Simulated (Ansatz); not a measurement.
`FCO[SiH2][SeH]` + H₂ → `[SiH3][SeH]` + `OCF`  (hydrogenolysis of the Si–O bond)

Program: Ansatz. Geometries: PBE0-D4/def2-TZVP. ΔE: electronic, gas phase. CCSD(T)/CBS is the MP2 limit (def2-TZVPP, def2-QZVPP) plus CCSD(T) − MP2 in def2-TZVPP, frozen cores. This one scheme is used for every species. Functionals use def2-TZVPP. B3LYP here is the variant with VWN-RPA as its local correlation; programs differ in this. For Se outer-core shells are correlated without core-valence functions, which leaves a few kJ/mol of doubt a bond. Scalar relativity is left out up to krypton. Each species was taken in one conformer, which may not be the lowest.

Q: Is it downhill or uphill in electronic energy at CCSD(T)/CBS, and by how much? (Estimate.)

A: The calculation gave: Uphill: ΔE = +75.9 kJ/mol.

Q: What do these levels give: PBE-D4, B3LYP, HF/def2-TZVPP, MP2/def2-TZVPP, CCSD(T)/def2-TZVPP, MP2/CBS(def2)? (Best estimate.)

A: Computed: PBE-D4 68.0, B3LYP 63.7, HF/def2-TZVPP 60.1, MP2/def2-TZVPP 81.1, CCSD(T)/def2-TZVPP 73.0, MP2/CBS(def2) 84.1 kJ/mol.

Largest T1 diagnostic among the species: 0.011.

The D4 term adds +12.4 kJ/mol with B3LYP and +6.9 kJ/mol with PBE0; it sums over pairs of atoms, weighted by their polarisabilities, and B3LYP, whose exchange is more repulsive, gets the larger term. In def2-TZVPP, CCSD(T) changes the Hartree–Fock value by +12.9 kJ/mol (the triples alone add +3.7 kJ/mol) and MP2 by +21.1 kJ/mol.
